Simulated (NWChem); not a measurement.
System: C2H4Cl2; SMILES CC(Cl)Cl

Input file for NWChem:

```
start job
memory heap 200 mb stack 900 mb global 1100 mb
geometry units angstroms noautoz
  C     -1.725529    -0.167642     0.000000
  C     -0.340902     0.426260     0.000000
  Cl     0.553959    -0.054609    -1.466991
  Cl     0.553959    -0.054609     1.466991
  H     -1.667205    -1.264990     0.000000
  H     -2.271937     0.161108    -0.896002
  H     -2.271937     0.161108     0.896002
  H     -0.355257     1.522880     0.000000
end
basis spherical
  * library def2-tzvp
end
dft
  xc b3lyp
  iterations 150
  mulliken
end
task dft energy
```

Parts of the log:

```
             Northwest Computational Chemistry Package (NWChem) 7.3.0
             --------------------------------------------------------

 CS  symmetry detected

                             Geometry "geometry" -> ""
                             -------------------------

 Output coordinates in angstroms (scale by  1.889725989 to convert to a.u.)

  No.       Tag          Charge          X              Y              Z
 ---- ---------------- ---------- -------------- -------------- --------------
    1 C                    6.0000    -1.72412124    -0.16077128     0.00000000
    2 C                    6.0000    -0.33526645     0.42317554     0.00000000
    3 Cl                  17.0000     0.55611946    -0.06410505     1.46699100
    4 Cl                  17.0000     0.55611946    -0.06410505    -1.46699100
    5 H                    1.0000    -1.67367633    -1.25850969     0.00000000
    6 H                    1.0000    -2.26815515     0.17189278     0.89600200
    7 H                    1.0000    -2.26815515     0.17189278    -0.89600200
    8 H                    1.0000    -0.34174872     1.51987033     0.00000000

 Effective nuclear repulsion energy (a.u.)     208.9369597150

      Symmetry information
      --------------------

 Group name             Cs
 Group number              2
 Group order               2
 No. of unique centers     6

                                 NWChem DFT Module
                                 -----------------

 Summary of "ao basis" -> "ao basis" (spherical)
 ------------------------------------------------------------------------------
       Tag                 Description            Shells   Functions and Types
 ---------------- ------------------------------  ------  ---------------------
 C                         def2-tzvp                11       31   5s3p2d1f
 Cl                        def2-tzvp                13       37   5s5p2d1f
 H                         def2-tzvp                 4        6   3s1p

      Symmetry analysis of basis
      --------------------------

        a'         95
        a"         65

            General Information
            -------------------
          SCF calculation type: DFT
          Wavefunction type:  closed shell.
          No. of atoms     :     8
          No. of electrons :    50
           Alpha electrons :    25
            Beta electrons :    25
          Charge           :     0
          Spin multiplicity:     1
          Use of symmetry is: on ; symmetry adaption is: on
          Maximum number of iterations: 150
          AO basis - number of functions:   160
                     number of shells:    64
          Convergence on energy requested:  1.00D-06
          Convergence on density requested:  1.00D-05
          Convergence on gradient requested:  5.00D-04

              XC Information
              --------------
                         B3LYP Method XC Potential
                     Hartree-Fock (Exact) Exchange  0.200
                        Slater Exchange Functional  0.800 local
                    Becke 1988 Exchange Functional  0.720 non-local
              Lee-Yang-Parr Correlation Functional  0.810
                  VWN I RPA Correlation Functional  0.190 local

             Grid Information
             ----------------
          Grid used for XC integration:  medium
          Radial quadrature: Mura-Knowles
          Angular quadrature: Lebedev.
          Tag              B.-S. Rad. Rad. Pts. Rad. Cut. Ang. Pts.
          ---              ---------- --------- --------- ---------
          C                   0.70       49           9.0       434
          Cl                  1.00       88          11.0       590
          H                   0.35       45          10.0       434
          Grid pruning is: on
          Number of quadrature shells:   321
          Spatial weights used:  Erf1

      Superposition of Atomic Density Guess
      -------------------------------------

 Sum of atomic energies:        -996.29727042

      Non-variational initial energy
      ------------------------------

 Total energy =    -997.985350
 1-e energy   =   -1788.854864
 2-e energy   =     581.932554
 HOMO         =      -0.360147
 LUMO         =       0.039700

      Symmetry analysis of molecular orbitals - initial
      -------------------------------------------------

  Numbering of irreducible representations:

     1 a'          2 a"

  Orbital symmetries:

     1 a'          2 a"          3 a'          4 a'          5 a'
     6 a"          7 a'          8 a"          9 a'         10 a'
    11 a"         12 a"         13 a'         14 a'         15 a"
    16 a'         17 a'         18 a"         19 a'         20 a"
    21 a'         22 a"         23 a'         24 a"         25 a'
    26 a'         27 a"         28 a'         29 a'         30 a"
    31 a'         32 a'         33 a'         34 a"         35 a'

     ---------------------------------------------
      Total Density - Mulliken Population Analysis
     ---------------------------------------------

    Atom       Charge   Shell Charges
 -----------   ------   -------------------------------------------------------
    1 C    6     6.50   0.86  1.12  0.56  0.67  0.12  1.27  1.42  0.43  0.01  0.04  0.00
    2 C    6     5.62   0.85  1.12  0.51  0.66  0.04  0.90  1.13  0.22  0.02  0.14  0.01
    3 Cl  17    17.26   2.01  0.45  1.52  1.11  0.83  4.19  1.69  1.11  2.88  1.45  0.01  0.03  0.00
    4 Cl  17    17.26   2.01  0.45  1.52  1.11  0.83  4.19  1.69  1.11  2.88  1.45  0.01  0.03  0.00
    5 H    1     0.84   0.24  0.44  0.14  0.02
    6 H    1     0.83   0.24  0.44  0.13  0.02
    7 H    1     0.83   0.24  0.44  0.13  0.02
    8 H    1     0.86   0.25  0.46  0.13  0.02

   convergence    iter        energy       DeltaE   RMS-Dens  Diis-err
 ---------------- ----- ----------------- --------- --------- ---------
 d= 0,ls=0.0,diis     1   -999.0168158623 -1.21D+03  5.67D-03  1.56D+00
 d= 0,ls=0.0,diis     2   -998.9247060932  9.21D-02  4.53D-03  1.64D+00
 d= 0,ls=0.0,diis     3   -999.0806335243 -1.56D-01  1.46D-03  2.45D-01
 d= 0,ls=0.0,diis     4   -999.1104669142 -2.98D-02  2.21D-04  2.95D-03
 d= 0,ls=0.0,diis     5   -999.1107461454 -2.79D-04  6.70D-05  4.35D-04
  Resetting Diis
 d= 0,ls=0.0,diis     6   -999.1107949947 -4.88D-05  1.58D-05  2.00D-05
 d= 0,ls=0.0,diis     7   -999.1107973211 -2.33D-06  3.74D-06  2.16D-07
 d= 0,ls=0.0,diis     8   -999.1107973317 -1.06D-08  1.93D-06  1.35D-07

         Total DFT energy =     -999.110797331713
      One electron energy =    -1791.828431414132
           Coulomb energy =      652.676313520053
    Exchange-Corr. energy =      -68.895639152655
 Nuclear repulsion energy =      208.936959715021

 Numeric. integr. density =       50.000019023682

                  Occupations of the irreducible representations
                  ----------------------------------------------

                     irrep           alpha         beta
                     --------     --------     --------
                     a'               15.0         15.0
                     a"               10.0         10.0

                       DFT Final Molecular Orbital Analysis
                       ------------------------------------

 Vector   23  Occ=2.000000D+00  E=-3.251586D-01  Symmetry=a"
              MO Center=  4.7D-01, -3.3D-02, -1.3D-13, r^2= 3.4D+00
   Bfn.  Coefficient  Atom+Function         Bfn.  Coefficient  Atom+Function
  ----- ------------  ---------------      ----- ------------  ---------------
    78      0.337799  3 Cl py               115     -0.337799  4 Cl py
    81      0.226875  3 Cl py               118     -0.226875  4 Cl py
    77      0.168484  3 Cl px               114     -0.168484  4 Cl px
    75      0.166742  3 Cl py               112     -0.166742  4 Cl py
    69     -0.133265  3 Cl py               106      0.133265  4 Cl py

 Vector   24  Occ=2.000000D+00  E=-3.081137D-01  Symmetry=a'
              MO Center=  3.3D-01,  3.5D-02,  7.1D-14, r^2= 3.4D+00
   Bfn.  Coefficient  Atom+Function         Bfn.  Coefficient  Atom+Function
  ----- ------------  ---------------      ----- ------------  ---------------
    78      0.316583  3 Cl py               115      0.316583  4 Cl py
    81      0.232914  3 Cl py               118      0.232914  4 Cl py
    75      0.159042  3 Cl py               112      0.159042  4 Cl py
     5      0.151026  1 C  s                 77      0.145216  3 Cl px
   114      0.145216  4 Cl px               156     -0.141199  8 H  s

 Vector   25  Occ=2.000000D+00  E=-3.066647D-01  Symmetry=a"
              MO Center=  4.8D-01, -4.3D-02,  7.9D-14, r^2= 3.5D+00
   Bfn.  Coefficient  Atom+Function         Bfn.  Coefficient  Atom+Function
  ----- ------------  ---------------      ----- ------------  ---------------
    79      0.285876  3 Cl pz               116      0.285876  4 Cl pz
    77     -0.258159  3 Cl px               114      0.258159  4 Cl px
    82      0.199599  3 Cl pz               119      0.199599  4 Cl pz
    80     -0.176912  3 Cl px               117      0.176912  4 Cl px
    76      0.140627  3 Cl pz               113      0.140627  4 Cl pz

 Vector   26  Occ=0.000000D+00  E=-8.887241D-03  Symmetry=a'
              MO Center=  1.9D-01,  1.1D-01, -7.6D-15, r^2= 3.9D+00
   Bfn.  Coefficient  Atom+Function         Bfn.  Coefficient  Atom+Function
  ----- ------------  ---------------      ----- ------------  ---------------
    35      0.850090  2 C  s                 36      0.641296  2 C  s
     5      0.528107  1 C  s                157     -0.460335  8 H  s
   139     -0.441874  5 H  s                 82      0.419488  3 Cl pz
   119     -0.419488  4 Cl pz                67     -0.345309  3 Cl s
   104     -0.345309  4 Cl s                 12     -0.250490  1 C  px

 Vector   27  Occ=0.000000D+00  E= 2.540988D-02  Symmetry=a"
              MO Center=  2.6D-03,  1.2D-01, -2.1D-14, r^2= 4.0D+00
   Bfn.  Coefficient  Atom+Function         Bfn.  Coefficient  Atom+Function
  ----- ------------  ---------------      ----- ------------  ---------------
    45      0.769535  2 C  pz                67     -0.542657  3 Cl s
   104      0.542657  4 Cl s                 42      0.438646  2 C  pz
    39      0.376958  2 C  pz                80      0.350259  3 Cl px
   117     -0.350259  4 Cl px                82      0.345297  3 Cl pz
   119      0.345297  4 Cl pz               145     -0.330190  6 H  s

 Vector   28  Occ=0.000000D+00  E= 3.704861D-02  Symmetry=a'
              MO Center= -1.4D+00,  7.4D-01,  4.4D-15, r^2= 6.1D+00
   Bfn.  Coefficient  Atom+Function         Bfn.  Coefficient  Atom+Function
  ----- ------------  ---------------      ----- ------------  ---------------
     5      3.876489  1 C  s                157     -1.800789  8 H  s
   145     -1.479861  6 H  s                151     -1.479861  7 H  s
    44      1.254407  2 C  py               139     -1.133502  5 H  s
    67      0.291120  3 Cl s                104      0.291120  4 Cl s
    82     -0.261765  3 Cl pz               119      0.261765  4 Cl pz

     ---------------------------------------------
      Total Density - Mulliken Population Analysis
     ---------------------------------------------

    Atom       Charge   Shell Charges
 -----------   ------   -------------------------------------------------------
    1 C    6     6.30   0.85  1.12  0.52  0.65  0.12  1.35  1.22  0.42  0.02  0.03  0.00
    2 C    6     5.96   0.85  1.12  0.53  0.69 -0.00  1.23  1.17  0.19  0.02  0.15  0.01
    3 Cl  17    17.12   2.01  0.43  1.52  1.16  0.79  4.19  1.66  1.15  2.73  1.41  0.01  0.04  0.01
    4 Cl  17    17.12   2.01  0.43  1.52  1.16  0.79  4.19  1.66  1.15  2.73  1.41  0.01  0.04  0.01
    5 H    1     0.88   0.27  0.47  0.11  0.02
    6 H    1     0.88   0.27  0.48  0.11  0.02
    7 H    1     0.88   0.27  0.48  0.11  0.02
    8 H    1     0.86   0.28  0.48  0.08  0.02

     -------------------------------------------
      Total Density - Lowdin Population Analysis
     -------------------------------------------

    Atom       Charge   Shell Charges
 -----------   ------   -------------------------------------------------------
    1 C    6     6.34   0.91  1.04  0.37  0.35  0.18  1.15  1.40  0.65  0.02  0.24  0.03
    2 C    6     6.77   0.91  1.04  0.39  0.36  0.21  1.06  1.35  0.70  0.03  0.66  0.06
    3 Cl  17    16.70   1.98  0.84  1.14  0.91  0.73  3.93  1.90  1.26  2.43  1.48  0.01  0.08  0.01
    4 Cl  17    16.70   1.98  0.84  1.14  0.91  0.73  3.93  1.90  1.26  2.43  1.48  0.01  0.08  0.01
    5 H    1     0.87   0.26  0.39  0.16  0.06
    6 H    1     0.87   0.26  0.39  0.16  0.06
    7 H    1     0.87   0.26  0.39  0.16  0.06
    8 H    1     0.87   0.26  0.39  0.16  0.06

     Multipole analysis of the density
     ---------------------------------

     L   x y z        total         alpha         beta         nuclear
     -   - - -        -----         -----         ----         -------
     0   0 0 0     -0.000000    -25.000000    -25.000000     50.000000

     1   1 0 0     -0.745717     -0.372859     -0.372859     -0.000000
     1   0 1 0      0.287463      0.143732      0.143732      0.000000
     1   0 0 1     -0.000000     -0.000000     -0.000000      0.000000

     2   2 0 0    -27.599715    -89.206750    -89.206750    150.813784
     2   1 1 0     -0.327262     -0.890233     -0.890233      1.453204
     2   1 0 1     -0.000000     -0.000000     -0.000000      0.000000
     2   0 2 0    -27.749766    -23.377874    -23.377874     19.005982
     2   0 1 1      0.000000      0.000000      0.000000      0.000000
     2   0 0 2    -30.122418   -148.575746   -148.575746    267.029074
```

Level: B3LYP/def2-TZVP. The geometry was optimised at PBE0/def2-SVP.
